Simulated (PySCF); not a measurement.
Al(GeH3)(H)(OH) (AlGeH5O), SMILES [AlH]([GeH3])[OH]. Heavy atoms are numbered as in [AlH:1]([GeH3:2])[OH:7]. Hydrogens are named by the atom that carries them.

Geometry: B3LYP-D3(BJ)/def2-SVP. One conformer was computed; it need not be the lowest.

Calculation: PBE0/pcSseg-1 (PySCF).

GIAO shieldings, no solvent; atoms alike by connectivity are averaged. δ = σ(ref) − σ: ⁷³Ge against GeH4 (σ = 1658.3 ppm); ¹H against TMS (σ = 31.56 ppm); ¹⁷O against H2O (σ = 334.2 ppm), references at their B3LYP-D3(BJ)/def2-TZVP geometries, non-relativistic.

Q: Estimate the chemical shifts. (Estimate from the structure and the level; the computed values follow.)

A: 
```tsv
nucleus	atoms	count	δ (ppm)
⁷³Ge	Ge2 (GeH3)	1	-85.3
¹H	H on Al1	1	5.55
¹H	H on O7	1	3.96
¹H	H on Ge2	3	3.49
¹⁷O	O7 (OH)	1	101.4
```
